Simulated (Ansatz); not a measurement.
Consider the formal exchange of groups at the Al–C bond: `[CH3][AlH][CH2]CCl` + `Cl[SiH2][SbH2]` → `[CH3][AlH][SiH2][SbH2]` + `ClCCCl`.

Gas-phase electronic energies from Ansatz, PBE0-D4/def2-TZVP geometries. CCSD(T)/CBS adds triple-zeta CCSD(T) − MP2 to the extrapolated MP2 energy (def2 sets, frozen cores). This one scheme is used for every species. DFT in def2-TZVPP. B3LYP here is the variant with VWN-RPA as its local correlation; programs differ in this. def2 core potentials past Kr. For Sb outer-core shells are correlated without core-valence functions, which leaves a few kJ/mol of doubt a bond. Each species was taken in one conformer, which may not be the lowest.

Q: Is it downhill or uphill in electronic energy at CCSD(T)/CBS, and by how much? (Estimate.)

A: The calculation gave: Uphill: ΔE = +114.7 kJ/mol.

Q: What do these levels give: B3LYP-D4, ωB97X-V, HF/def2-TZVPP, MP2/def2-TZVPP, CCSD/def2-TZVPP, MP2/CBS(def2)? (An estimate is asked.)

A: The calculation gave: B3LYP-D4 119.8, ωB97X-V 119.5, HF/def2-TZVPP 146.2, MP2/def2-TZVPP 121.7, CCSD/def2-TZVPP 119.1, MP2/CBS(def2) 124.0 kJ/mol.

Largest T1 diagnostic among the species: 0.014.

In def2-TZVPP, CCSD(T) changes the Hartree–Fock value by −33.8 kJ/mol (the triples alone add −6.7 kJ/mol) and MP2 by −24.5 kJ/mol. The D4 term adds −5.4 kJ/mol with B3LYP and −2.9 kJ/mol with PBE0; it sums over pairs of atoms, weighted by their polarisabilities, and B3LYP, whose exchange is more repulsive, gets the larger term.
